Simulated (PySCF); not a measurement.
Molecule: `C#C[C@]1(CF)CCOC1`, C7H9FO.

Geometry (Å), atoms numbered from 1 in this order:
```xyz
18

C     2.6152    1.3208   -0.2596
C     1.6025    0.6843   -0.2394
C     0.3805   -0.0943   -0.2268
C     0.7038   -1.5934   -0.2861
F     1.2746   -1.9321   -1.4866
C    -0.5916    0.3015   -1.3631
C    -1.9493    0.4543   -0.6500
O    -1.7962   -0.0996    0.6423
C    -0.4771    0.1776    1.0326
H     3.5020    1.8800   -0.2803
H     1.4187   -1.8732    0.4950
H    -0.2162   -2.1799   -0.1914
H    -0.2831    1.2347   -1.8318
H    -0.6178   -0.4727   -2.1280
H    -2.2207    1.5164   -0.5682
H    -2.7614   -0.0818   -1.1422
H    -0.2249   -0.4671    1.8750
H    -0.3679    1.2307    1.3323
```

Frames of a GFN2-xTB Langevin trajectory at 300 K; GIAO PBE0/pcSseg-1 shieldings in PySCF 2.14.0 with density-fitted response routines, gas phase, non-relativistic; equivalent atoms averaged within each frame.

Shifts are taken against calculated references (same method and geometry level): ¹³C (σ = 186.93 ppm) and ¹H (σ = 31.72 ppm) vs TMS; ¹⁹F (σ = 170.95 ppm) against CFCl3; ¹⁷O (σ = 336.08 ppm) against H2O. The references are static minima.

Q: How do the shifts (ppm) fluctuate along the trajectory?

A: 
```csv
time (fs),C2,C4,C9,C1,C7,C3,C6,F5,O8,H12
250,94.7,87.6,82.9,79.2,64.0,42.8,39.9,-247.3,69.9,5.31
425,86.8,92.7,86.0,84.7,78.6,51.7,47.1,-247.1,86.0,4.18
625,99.2,93.0,84.7,85.3,79.3,44.4,44.8,-232.5,77.2,4.98
800,100.6,93.6,97.4,79.2,74.6,45.4,41.4,-222.0,61.0,5.54
1000,91.3,91.0,75.2,77.5,72.0,58.2,39.9,-234.6,53.1,4.41
mean of frames,94.5,91.6,85.3,81.2,73.7,48.5,42.6,-236.7,69.4,4.88
standard deviation,5.7,2.4,8.0,3.5,6.2,6.4,3.2,10.7,13.0,0.58
```

5 frames give an uncertainty of the mean of about the standard deviation over 2.2 at best, since frames this close in time may not be independent; classical motion lacks zero-point vibration, and the reference would need the same averaging.
